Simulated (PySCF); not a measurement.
C4H8Ge.
Bonds: C1–C2 (double), C2–C3, C3–Ge4, Ge4–C5, C2–C5. Hydrogens: H6, H7 on C1; H8, H9 on C3; H10, H11 on Ge4; H12, H13 on C5.

Level of theory: PBE0-D3(BJ)/def2-SVP geometry optimisation, gas phase in PySCF.

**Question.** What internal coordinates does the optimisation give?

**Answer.** 
| bond | length (Å) |
| --- | --- |
| C1=C2 | 1.336 |
| C2–C3, C2–C5 | 1.516 |
| C3–Ge4, Ge4–C5 | 1.985 |
| C1–H6, C1–H7 | 1.094 |
| C3–H8 and 3 like bonds | 1.101 |
| Ge4–H10, Ge4–H11 | 1.539 |

Bonds in one row agree within 0.01 Å and their mean is given. A selection of angles:
| angle | degrees |
| --- | --- |
| C2–C1–H6 | 121.2 |
| H6–C1–H7 | 117.6 |
| C1–C2–C3 | 127.1 |
| C3–C2–C5 | 104.5 |
| C2–C3–Ge4 | 86.1 |
| C2–C3–H8 | 111.8 |
| C2–C3–H9 | 116.7 |
| Ge4–C3–H8 | 108.1 |
| Ge4–C3–H9 | 123.1 |
| H8–C3–H9 | 109.2 |
| C3–Ge4–C5 | 74.3 |
| C3–Ge4–H10 | 119.1 |
| C3–Ge4–H11 | 114.5 |
| H10–Ge4–H11 | 111.2 |

Torsions: C1–C2–C3–Ge4 -143° (anticlinal); C2–C3–Ge4–C5 -19° (synperiplanar); C3–Ge4–C5–C2 19° (synperiplanar); C1–C2–C5–Ge4 143° (anticlinal).

The 4-membered ring C2–C3–Ge4–C5 has internal angles of 74.3° to 104.5° (sum 351°, against 360° for a flat polygon); it is puckered, 0.16 Å rms from its mean plane, widest ring torsion 26°. Ge4 (germanium bonded to 2 C and 2 H) has angles from 74.3° to 119.1°. The 3 C–C bonds span 1.336 Å (C1=C2, drawn double) to 1.516 Å (C2–C3, drawn single), a spread of 0.180 Å.

Point group: Cs (tolerance 0.08 Å). Whether it is a minimum is left open (no frequencies). The numbers are those of one conformer.
